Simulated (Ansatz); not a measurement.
Geometry optimisation, Ansatz 0.2.0, RKS PBE-D4/def2-SVP.

input.yaml

```yaml
crystal:
  periodic: [false, false, false]
  atoms:
    - { symbol: Ta, position_ang: [-0.201092, -0.203704, 0.149492] }
    - { symbol: F, position_ang: [1.686714, -0.411494, 0.419295] }
    - { symbol: Cl, position_ang: [-0.431485, -0.350928, 2.549135] }
    - { symbol: O, position_ang: [-0.017412, -0.026189, -1.712815] }
    - { symbol: H, position_ang: [0.121961, 0.0876, -2.666222] }
    - { symbol: O, position_ang: [-1.221707, 1.418339, 0.278705] }
    - { symbol: H, position_ang: [-1.553229, 1.707293, 1.150468] }
    - { symbol: O, position_ang: [-1.228947, -1.806816, 0.014204] }
    - { symbol: H, position_ang: [-1.639935, -2.192766, 0.810934] }
    - { symbol: H, position_ang: [1.450199, 2.298223, 0.31478] }
    - { symbol: H, position_ang: [1.858533, 1.708542, 0.400023] }
basis:
  gaussian: { orbitals: def2-SVP }
hamiltonian:
  xc: pbe
  dispersion: d4
relax:
  f_tol: 0.03
  max_steps: 50
output:
  orbitals: {}
```

Launched with:

```bash
$ ansatz run input.yaml --threads 4 --pin off --max-ram 5120MiB --backend cpu --events-out ev --progress --plain --runs-dir out
```

Task: Where does it end, and by what steps?

Result: The forces met the threshold. After 5 steps the energy has fallen by 0.100 eV; H11 moved furthest, 0.49 Å.

```tsv
step	energy less start (eV)	largest force component (eV/Å)	accepted
0	0.0000	1.576	yes
1	-0.0842	0.136	yes
2	-0.0944	0.056	yes
3	-0.0980	0.054	yes
4	-0.0993	0.064	yes
5	-0.1003	0.029	yes
```

```xyz
11
Properties=species:S:1:pos:R:3
Ta -0.265 -0.314 0.139
F 1.606 -0.490 0.407
Cl -0.505 -0.470 2.537
O -0.088 -0.146 -1.726
H 0.058 -0.002 -2.672
O -1.175 1.369 0.275
H -1.502 1.671 1.143
O -1.332 -1.896 0.006
H -1.758 -2.284 0.793
H 1.647 2.686 0.347
H 2.137 2.104 0.458
```

Whether the end is a true minimum wasn't checked by a vibrational analysis.

The run took 11 s on 4 threads of Arm Neoverse V2, with other jobs on the host, peak memory 0.2 GiB.
